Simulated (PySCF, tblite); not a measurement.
Isomers of C6H12F2Si, one GFN2-xTB conformer each. Single-point energies are computed at PBE0/pcSseg-1 (PySCF, gas phase, no added dispersion term), electronic only.

**Question.** Rank them by PBE0/pcSseg-1 energy, lowest first (kJ/mol).
A. `[CH3:1][CH:2]([CH3:3])[C@H:4]([SiH3:5])/[C:6]([F:7])=[CH:8]/[F:9]` with C1–C2–C4–Si5 -60°, C2–C4–C6–F7 59°
B. `[CH3:1][CH:2]([CH3:3])[Si@H:4]([F:5])[CH2:6]/[CH:7]=[CH:8]/[F:9]` with C1–C2–Si4–F5 59°, C2–Si4–C6–C7 -62°, Si4–C6–C7–C8 113°

**Answer.** B (0.0), A (225.2).

As drawn, the lower has an Si–F bond, which the higher lacks. GFN2-xTB itself gives, in the same order: 0.0, 137.1. Both levels put the same isomer lowest.

**Question.** Which frontier levels, dipoles and rotational constants go with these structures?

**Answer.** 
```tsv
SMILES	HOMO (eV, PBE0/pcSseg-1)	LUMO (eV)	dipole (D)	A, B, C (MHz)
CC(C)[Si@H](F)C/C=C/F	-7.13	0.05	0.65	1909, 689.9, 580.9
CC(C)[C@H]([SiH3])/C(F)=C/F	-6.98	0.34	2.80	1710, 925.6, 702.2
```

**Question.** What happens when harmonic zero-point energies from GFN2-xTB frequencies are added?

**Answer.** 
```
                     SMILES  ZPE (kJ/mol)  electronic (kJ/mol)  with ZPE (kJ/mol)
      CC(C)[Si@H](F)C/C=C/F         435.1                  0.0                0.0
CC(C)[C@H]([SiH3])/C(F)=C/F         422.8                225.2              212.9
```

The zero-point energies span 12.3 kJ/mol. The order is unchanged.
